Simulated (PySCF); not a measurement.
SMILES c1(ccc(cc1)OC)B(O)O at its GFN2-xTB optimised geometry (Å):

```
20

C     -2.8074    -2.6309    -0.0129
O     -1.4028    -2.5651    -0.0026
C     -0.8065    -1.3408     0.0000
C     -1.4792    -0.1245     0.0016
C     -0.7605     1.0585     0.0049
C      0.6320     1.0821     0.0037
B      1.4647     2.4227     0.0029
O      2.8088     2.3497    -0.1173
O      0.9103     3.6642     0.1187
C      1.2862    -0.1541     0.0000
C      0.5900    -1.3408     0.0000
H     -3.0531    -3.6918    -0.0155
H     -3.2396    -2.1629     0.8778
H     -3.2260    -2.1614    -0.9093
H     -2.5577    -0.0844    -0.0002
H     -1.3170     1.9878     0.0023
H      3.2396     3.2053    -0.1092
H     -0.0401     3.6918     0.2101
H      2.3650    -0.1617    -0.0030
H      1.1000    -2.2915    -0.0015
```

Level of theory: PySCF with PBE/def2-SVP. Cells within 0.4 Å of a nucleus heavier than hydrogen are left out (blank, or x).

Map of the electrostatic potential (hartree/e), clipped to [-0.08, 0.12] on the plane z = 0.0 Å:

```
|333333333333333222333333333|
|333333344444432222233333333|
|333333444444442101234444333|
|333333444456765300245554433|
|333334444568999992368765433|
|333334444569999x99699975433|
|333334444568999999999985433|
|3333344457988899x9999954333|
|3333444459998799xx9x9833333|
|333344445999999999999112233|
|33344444599x99x999630012223|
|33444455699xx9xx97421112223|
|344445799999999999973222223|
|344445999xx9999xx9995322223|
|4444459999x99999x9995332233|
|444445679999999999754333333|
|44444568999xx9xx96433333333|
|444458999999999996333333333|
|4444699x99x9999998433333333|
|4445699x99x9646996433333333|
|444469999997123554333333333|
|444459999520012333333333333|
|344458996321122333333333333|
|344445664322222333333333333|
|334444444332222333333333333|
|333344433333333333333333333|
|333333333333333333333333333|
```
Scale: ten equal steps from -0.063 (start of '0') to 0.120 (end of '9'), in the order '0123456789'; x runs from -6.00 to 6.00, y from -6.00 (bottom) to 6.00 (top).
